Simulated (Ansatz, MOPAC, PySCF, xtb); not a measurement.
Noncovalent pair: C2H4 (SMILES C=C) (first 6 atoms) with C2H6O (SMILES COC); geometry from B3LYP-D3(BJ)/def2-TZVP, rigid monomers moved along the line of their centres of mass till H5···O8 is 2.20 Å.
(charge 0, multiplicity 1):
```xyz
15

C      0.51837    -0.50382     0.28774
C     -0.39773     0.43656     0.46910
H      0.85996    -0.79039    -0.69980
H      0.96668    -1.02877     1.12301
H     -0.73507     0.71854     1.45918
H     -0.84211     0.95753    -0.37098
C      0.72778     0.75541     3.90292
O     -0.63058     0.47557     3.64305
C     -0.94204    -0.89177     3.79902
H      1.38783     0.20989     3.21662
H      0.99931     0.49119     4.93313
H      0.87386     1.82453     3.75825
H     -0.36126    -1.51650     3.10859
H     -2.00126    -1.01214     3.57805
H     -0.74749    -1.23055     4.82480
```

Interaction energies are E(AB) − E(A) − E(B) at the monomers' geometry in the complex; basis-set methods are counterpoise corrected. Rows marked so take none.

Correlated levels freeze the cores. Rows in 6-31G* carry no dispersion term and start afresh at each structure (6-31G* with six Cartesian d functions). MP2/6-31G* freezes PySCF's default core. The state that PM3, PM6 reach isn't checked.

The values were computed with Ansatz (Gaussian basis) for Hartree–Fock, density functionals and correlated methods; MOPAC for PM3, PM6 (differences of heats of formation); PySCF for 6-31G* rows, the dispersion terms; xtb for the GFN methods. Values without a source in brackets are computed.

```tsv
level	interaction energy (meV)
PM3	25.7
PM6	-48.0
GFN1-xTB	-31.8
HF/6-31G* (no counterpoise)	33.5
B3LYP/6-31G* (no counterpoise)	-29.4
PBE0-D3(BJ)/def2-TZVPPD	-63.5
wB97M-V/def2-TZVPPD	-56.0
MP2/6-31G*	?
CCSD(T)/aug-cc-pVDZ	?
```

What belongs in the gaps?


- MP2/6-31G*, interaction energy (meV): 18.5
- CCSD(T)/aug-cc-pVDZ, interaction energy (meV): -36.0

Ansatz is a quantum-chemistry and plane-wave program.
